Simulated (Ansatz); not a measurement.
Species: sum formula H₃BNO₂, net charge 0, doublet state. It need not be the lowest isomer of its formula. SMILES: [NH]B(O)O
Structure (B3LYP-D3(BJ)/def2-TZVP (Ansatz, an electronic-structure program) minimum search):
```xyz
7

N     -0.6748     1.2510     0.4446
B     -0.0169     0.0310     0.0123
O     -0.8176    -1.0386    -0.2985
O      1.3547     0.0188     0.0238
H     -0.8966     1.9286    -0.2839
H     -0.3634    -1.8604    -0.5043
H      1.7714    -0.8213    -0.1876
```
Charge 0, spin multiplicity 2.

Computed values are from Ansatz. Valence correlation only, unless marked. UHF or UKS for open shells. Spin-orbit coupling is left out. Non-relativistic. CBS marks a two-point X^-3 extrapolation of the correlation energy; Hartree-Fock from the larger set.

```yaml
atomisation energy De: 663.5 kcal/mol at CCSD(T)/CBS(aug-cc-pVTZ,aug-cc-pVQZ)
total_energy: -231.6968 Eh at CCSD(T)/CBS(aug-cc-pVTZ,aug-cc-pVQZ)
dipole_moment: 3.08 D at CCSD(T)/aug-cc-pVDZ
T1 diagnostic: 0.012 at CCSD/aug-cc-pVQZ
```
